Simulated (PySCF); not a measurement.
**Radial density of Ni²⁺ (nickel, charge +2)**

UHF, [Ar] 3d7 4s1, high-spin 5F determinant (an excited configuration). Calculation: PySCF 2.14, in aug-cc-pVTZ-DK (8s7p5d3f2g, 93 functions); scalar relativity by spin-free X2C-1e.

| r (bohr) | 4πr²ρ (e/bohr) | 4πr²(ρα − ρβ) |
| --- | --- | --- |
| 0.000960 | 0.2574 | 0.0002 |
| 0.00161 | 0.6448 | 0.0004 |
| 0.00271 | 1.581 | 0.0009 |
| 0.00457 | 3.739 | 0.0022 |
| 0.00768 | 8.326 | 0.0048 |
| 0.0129 | 16.66 | 0.0093 |
| 0.0217 | 27.70 | 0.0142 |
| 0.0365 | 34.06 | 0.0131 |
| 0.0615 | 29.04 | 0.0070 |
| 0.103 | 28.98 | 0.0554 |
| 0.174 | 38.55 | 0.3175 |
| 0.293 | 22.16 | 1.2930 |
| 0.492 | 18.00 | 3.1800 |
| 0.828 | 16.45 | 2.8741 |
| 1.39 | 3.882 | 1.2033 |
| 2.34 | 0.7163 | 0.5694 |
| 3.94 | 0.07205 | 0.0710 |
| 6.63 | 0.0004165 | 0.0004 |

Densities and radii are taken from the X2C orbitals without a picture-change correction, which distorts them close to the nucleus.
